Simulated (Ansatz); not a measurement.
Process, species as SMILES: S(F)F → F atom + [S]F (F-S)
B3LYP-D3(BJ)/def2-TZVP geometries, fixed; electronic energies without zero-point terms.

Effect of the final integration grid (spheres per factor e of radius in core and valence, angular degree) at PBE0/aug-cc-pV(Q+d)Z with Ansatz (a first-principles code), against the last row, where the bond dissociation energy is 89.22 kcal/mol. Open shells are unrestricted. The default's grid is 13, 11, 36.

```tsv
setting	largest shift of a total energy (mEh)	shift of the bond dissociation energy (kcal/mol)
accuracy: medium (default)	0.000	0.000
final_grid: 4, 3, 11	0.969	0.999
final_grid: 6, 5, 17	0.040	-0.040
final_grid: 8, 7, 23	-0.001	-0.001
final_grid: 10, 9, 29	0.001	0.001
final_grid: 18, 15, 47	0.000	0.000
final_grid: 26, 22, 59	0.000	0.000
```

Within 0.05 kcal/mol in the bond dissociation energy: accuracy: medium (default); final_grid: 6, 5, 17; final_grid: 8, 7, 23; final_grid: 10, 9, 29; final_grid: 18, 15, 47. The largest shift is 0.969 mEh in a total energy and 0.999 kcal/mol in the difference.
